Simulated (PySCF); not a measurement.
Isomers of [C5H13P2]+.

All values: PBE0/pcSseg-1 (PySCF) at GFN2-xTB geometries, gas phase, one conformer each.

Problem. Rank by the highest Hirshfeld charge on any atom, highest value first.
A. `[CH3:1][C@@H:2]1[CH2:3][CH2:4][P@H+:5]1[CH2:6][PH2:7]` (charge +1) with C4–P5–C6–P7 45°, P5–C6–P7–H -95° and 171°, C1–C2–C3–C4 -141°, C2–C3–C4–P5 19°, C3–C4–P5–C6 -137°, C1–C2–P5–C4 137°
B. `[CH3:1][P:2]1[CH2:3][CH2:4][PH2+:5][CH2:6][CH2:7]1` (charge +1) with C1–P2–C3–C4 -171°, P2–C3–C4–P5 65°, C3–C4–P5–C6 -50°, C4–P5–C6–C7 50°
C. `[CH2:1]=[C:2]([CH3:3])[P@@H+:4]([PH2:5])[CH2:6][CH3:7]` (charge +1) with C1–C2–P4–P5 98°, C2–P4–P5–H 54° and -40°, C2–P4–C6–C7 178°
D. `[CH2:1]=[CH:2][CH2:3][P+:4]([CH3:5])([CH3:6])[PH2:7]` (charge +1) with C1–C2–C3–P4 -110°, C2–C3–P4–C5 73°, C3–P4–P7–H 87° and 180°

Solution. B (+0.478 e), A (+0.454 e), D (+0.419 e), C (+0.388 e).

Problem. Rank by LUMO energy, highest first.
A. `[CH3:1][C@@H:2]1[CH2:3][CH2:4][P@H+:5]1[CH2:6][PH2:7]` (charge +1) with C4–P5–C6–P7 45°, P5–C6–P7–H -95° and 171°, C1–C2–C3–C4 -141°, C2–C3–C4–P5 19°, C3–C4–P5–C6 -137°, C1–C2–P5–C4 137°
B. `[CH3:1][P:2]1[CH2:3][CH2:4][PH2+:5][CH2:6][CH2:7]1` (charge +1) with C1–P2–C3–C4 -171°, P2–C3–C4–P5 65°, C3–C4–P5–C6 -50°, C4–P5–C6–C7 50°
C. `[CH2:1]=[C:2]([CH3:3])[P@@H+:4]([PH2:5])[CH2:6][CH3:7]` (charge +1) with C1–C2–P4–P5 98°, C2–P4–P5–H 54° and -40°, C2–P4–C6–C7 178°

Solution. B (-4.23 eV), A (-4.71 eV), C (-5.51 eV).

Problem. Rank by HOMO–LUMO gap, lowest first.
A. `[CH3:1][P:2]1[CH2:3][CH2:4][PH2+:5][CH2:6][CH2:7]1` (charge +1) with C1–P2–C3–C4 -171°, P2–C3–C4–P5 65°, C3–C4–P5–C6 -50°, C4–P5–C6–C7 50°
B. `[CH3:1][C@@H:2]1[CH2:3][CH2:4][P@H+:5]1[CH2:6][PH2:7]` (charge +1) with C4–P5–C6–P7 45°, P5–C6–P7–H -95° and 171°, C1–C2–C3–C4 -141°, C2–C3–C4–P5 19°, C3–C4–P5–C6 -137°, C1–C2–P5–C4 137°
C. `[CH2:1]=[C:2]([CH3:3])[P@@H+:4]([PH2:5])[CH2:6][CH3:7]` (charge +1) with C1–C2–P4–P5 98°, C2–P4–P5–H 54° and -40°, C2–P4–C6–C7 178°
D. `[CH2:1]=[CH:2][CH2:3][P+:4]([CH3:5])([CH3:6])[PH2:7]` (charge +1) with C1–C2–C3–P4 -110°, C2–C3–P4–C5 73°, C3–P4–P7–H 87° and 180°

Solution. A (6.46 eV), C (6.68 eV), D (6.93 eV), B (7.12 eV).

All values together:

```
             SMILES  HOMO (eV)  LUMO (eV)  lowest IAO charge (e)  highest IAO charge (e)  lowest Hirshfeld charge (e)  highest Hirshfeld charge (e)
C[C@@H]1CC[P@H+]1CP     -11.82      -4.71             -0.643 (C)              +1.001 (P)                   -0.125 (C)                    +0.454 (P)
     CP1CC[PH2+]CC1     -10.69      -4.23             -0.611 (C)              +0.913 (P)                   -0.148 (C)                    +0.478 (P)
 C=C(C)[P@@H+](P)CC     -12.19      -5.51             -0.445 (C)              +0.810 (P)                   -0.105 (C)                    +0.388 (P)
    C=CC[P+](C)(C)P     -11.71      -4.78             -0.633 (C)              +0.986 (P)                   -0.128 (C)                    +0.419 (P)
```

Conformers: `[CH3:1][C@@H:2]1[CH2:3][CH2:4][P@H+:5]1[CH2:6][PH2:7]` (charge +1) with C4–P5–C6–P7 45°, P5–C6–P7–H -95° and 171°, C1–C2–C3–C4 -141°, C2–C3–C4–P5 19°, C3–C4–P5–C6 -137°, C1–C2–P5–C4 137°; `[CH3:1][P:2]1[CH2:3][CH2:4][PH2+:5][CH2:6][CH2:7]1` (charge +1) with C1–P2–C3–C4 -171°, P2–C3–C4–P5 65°, C3–C4–P5–C6 -50°, C4–P5–C6–C7 50°; `[CH2:1]=[C:2]([CH3:3])[P@@H+:4]([PH2:5])[CH2:6][CH3:7]` (charge +1) with C1–C2–P4–P5 98°, C2–P4–P5–H 54° and -40°, C2–P4–C6–C7 178°; `[CH2:1]=[CH:2][CH2:3][P+:4]([CH3:5])([CH3:6])[PH2:7]` (charge +1) with C1–C2–C3–P4 -110°, C2–C3–P4–C5 73°, C3–P4–P7–H 87° and 180°.
